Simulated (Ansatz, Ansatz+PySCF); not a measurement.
```xyz
4

N     0.0000    0.0000   -0.4711
H     0.0000    0.0000    3.2974
N    30.0000    0.0000   -0.1308
H    30.0000    0.0000    0.9159
```

Basis set: 6-31G (spherical functions). Frozen core: 2 orbitals. Charge 0, multiplicity 5.

Computed with Ansatz (development build ahead of 0.2.0); each method stands on the lowest determinant of its kind that the runs found.

(1) Give the atomization energy at this shape (free ground-state atoms in the same class of orbitals less the molecule, no zero-point energy) of quintet N₂H₂ in separate pieces by UHF-CCSD(T), UHF-MP2, UHF.

Results:

(1)

```tsv
method	atomization energy
UHF-CCSD(T)	59.59 kcal/mol
UHF-MP2	55.82 kcal/mol
UHF	37.40 kcal/mol
```

Caution: the unrestricted determinant is a mixture of spin states.

This basis has no polarisation functions and is too small for such energies, which can lie far from measured ones in either direction.
